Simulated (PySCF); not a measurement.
## How the method moves the HOMO and LUMO of `BO[C@@H](F)CC`

Compound: C₃H₈BFO.
Geometry (PBE0-D3(BJ)/def2-SVP, Å), atoms numbered from 1 in this order:
```
atom  x, y, z in Å
B1     2.1232   -0.8007    0.3928
O2     1.1832   -0.4977   -0.5220
C3     0.4708    0.7018   -0.5087
F4     0.8827    1.4305   -1.5823
C5    -1.0107    0.4352   -0.6192
C6    -1.5741   -0.3418    0.5573
H7     2.6773   -1.8661    0.2761
H8     2.3666   -0.0204    1.2892
H9     0.7274    1.2729    0.4041
H10   -1.5078    1.4129   -0.7196
H11   -1.1707   -0.1065   -1.5654
H12   -1.4268    0.1964    1.5075
H13   -1.0944   -1.3277    0.6495
H14   -2.6540   -0.5082    0.4362
```

Basis pcSseg-1 throughout (PySCF), one geometry. The structure is a single PBE0-D3(BJ)/def2-SVP conformer in the gas phase; no vibrational or solvent corrections.

Question: How do the orbital energies, the gap and the dipole change with the method?

Answer: 
```json
{"method": "BLYP", "kind": "GGA", "HOMO (eV)": "-7.33", "LUMO (eV)": "-1.50", "gap (eV)": "5.83", "μ (D)": "1.97", "SCF cycles": "15"}
{"method": "OPBE", "kind": "GGA", "HOMO (eV)": "-7.35", "LUMO (eV)": "-1.45", "gap (eV)": "5.89", "μ (D)": "1.96", "SCF cycles": "15"}
{"method": "PBE", "kind": "GGA", "HOMO (eV)": "-7.40", "LUMO (eV)": "-1.64", "gap (eV)": "5.76", "μ (D)": "1.97", "SCF cycles": "15"}
{"method": "B97-D", "kind": "GGA", "HOMO (eV)": "-7.45", "LUMO (eV)": "-1.45", "gap (eV)": "6.00", "μ (D)": "1.99", "SCF cycles": "15"}
{"method": "LDA", "kind": "LDA", "HOMO (eV)": "-7.48", "LUMO (eV)": "-1.94", "gap (eV)": "5.55", "μ (D)": "2.05", "SCF cycles": "14"}
{"method": "BP86", "kind": "GGA", "HOMO (eV)": "-7.52", "LUMO (eV)": "-1.68", "gap (eV)": "5.84", "μ (D)": "1.99", "SCF cycles": "15"}
{"method": "KT2", "kind": "GGA", "HOMO (eV)": "-7.52", "LUMO (eV)": "-1.62", "gap (eV)": "5.90", "μ (D)": "1.97", "SCF cycles": "16"}
{"method": "KT3", "kind": "GGA", "HOMO (eV)": "-7.56", "LUMO (eV)": "-1.55", "gap (eV)": "6.01", "μ (D)": "1.94", "SCF cycles": "15"}
{"method": "B97-2", "kind": "global hybrid", "HOMO (eV)": "-8.68", "LUMO (eV)": "-0.61", "gap (eV)": "8.07", "μ (D)": "2.06", "SCF cycles": "14"}
{"method": "B3LYP", "kind": "global hybrid", "HOMO (eV)": "-8.72", "LUMO (eV)": "-0.86", "gap (eV)": "7.86", "μ (D)": "2.05", "SCF cycles": "13"}
{"method": "PBE0", "kind": "global hybrid", "HOMO (eV)": "-8.93", "LUMO (eV)": "-0.62", "gap (eV)": "8.31", "μ (D)": "2.07", "SCF cycles": "14"}
{"method": "mPW1PW91", "kind": "global hybrid", "HOMO (eV)": "-8.98", "LUMO (eV)": "-0.60", "gap (eV)": "8.38", "μ (D)": "2.09", "SCF cycles": "14"}
{"method": "CAM-B3LYP", "kind": "range-separated hybrid", "HOMO (eV)": "-10.41", "LUMO (eV)": "0.49", "gap (eV)": "10.89", "μ (D)": "2.10", "SCF cycles": "13"}
{"method": "BHandHLYP", "kind": "global hybrid", "HOMO (eV)": "-10.42", "LUMO (eV)": "0.41", "gap (eV)": "10.82", "μ (D)": "2.17", "SCF cycles": "12"}
{"method": "wB97X-D", "kind": "range-separated hybrid", "HOMO (eV)": "-10.89", "LUMO (eV)": "1.31", "gap (eV)": "12.21", "μ (D)": "2.10", "SCF cycles": "14"}
{"method": "LC-wPBE", "kind": "range-separated hybrid", "HOMO (eV)": "-11.76", "LUMO (eV)": "1.76", "gap (eV)": "13.52", "μ (D)": "2.11", "SCF cycles": "14"}
{"method": "HF", "kind": "Hartree–Fock", "HOMO (eV)": "-12.70", "LUMO (eV)": "2.90", "gap (eV)": "15.60", "μ (D)": "2.29", "SCF cycles": "10"}
```

The HOMO spans 5.36 eV, from BLYP down to HF, and the gap runs from 5.55 eV (LDA) to 15.60 eV (HF). Over the methods BLYP (0 %), OPBE (0 %), PBE (0 %), B97-D (0 %), LDA (0 %), BP86 (0 %), KT2 (0 %), KT3 (0 %), B97-2 (21 %), B3LYP (20 %), PBE0 (25 %), mPW1PW91 (25 %), BHandHLYP (50 %), HF (100 %), a straight line through the gap against the share of exact exchange rises by 0.98 eV for each 10 % (correlation coefficient 0.999). The dipole ranges from 1.94 D (KT3) to 2.29 D (HF). This basis has no diffuse functions.
